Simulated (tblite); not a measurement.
Compound: C6H3FOS.
SMILES: `c1cc2sc(F)cc2o1`

All values are computed: GFN2-xTB (tblite) harmonic vibrations without scaling, gas phase. This tight-binding method is rough: wavenumbers can miss measured ones by several per cent, in bad cases by 10 to 20.

Harmonic wavenumbers (cm⁻¹): 145.9, 252.0, 289.6, 326.8, 416.7, 459.5, 466.0, 548.6, 580.7, 638.6, 698.0, 760.8, 766.0, 783.2, 819.5, 891.0, 1009.5, 1063.0, 1099.1, 1133.2, 1168.4, 1199.9, 1368.5, 1416.6, 1487.8, 1506.6, 1564.5, 3166.8, 3174.7, 3198.9.

A = 3625, B = 1130, C = 861.2 MHz; mass 141.989 u (most abundant isotopes); point group Cs, symmetry number 1.

Problem. Zero-point energy?

Solution. Half the sum of the wavenumbers: 16200 cm⁻¹ = 46.32 kcal/mol.

Problem. Give the ideal-gas entropy at 298.15 K and 1 bar in the rigid-rotor, harmonic-oscillator model (classical rotation).

Solution. Translation 40.79, rotation 28.90, vibration 12.82: S = 82.5 cal/(mol K).

Problem. And Cp and H(298.15 K) − H(0)?

Solution. Cp = 28.34 cal/(mol K), of which vibrations give 20.39 (their classical limit is 30 R = 59.6); H(298.15 K) − H(0) = 4.84 kcal/mol without the zero-point energy, 2.47 from vibrations.

Problem. Blend soft modes into free rotors: weight 1/[1 + (100 cm⁻¹/ν̃)⁴] for the oscillator and the rest for a rotor with moment μB/(μ + B), μ = h/(8π²ν), B = 10⁻⁴⁴ kg m². What vibrational entropy results?

Solution. 12.79 cal/(mol K) in place of 12.82, which changes −T·S at 298.15 K by +0.01 kcal/mol.

Problem. What must be added to the electronic energy to get the Gibbs energy at 298.15 K and 1 bar?

Solution. ZPE + [H(298.15 K) − H(0)] − T·S = 46.32 + 4.84 − 24.60 = 26.56 kcal/mol.

Hindered rotation and anharmonicity are outside this model.

On AMD EPYC 9R45, one thread, no GPU (shared host), this took 0.23 s of wall time. This covers the Hessian and the dipole derivatives.
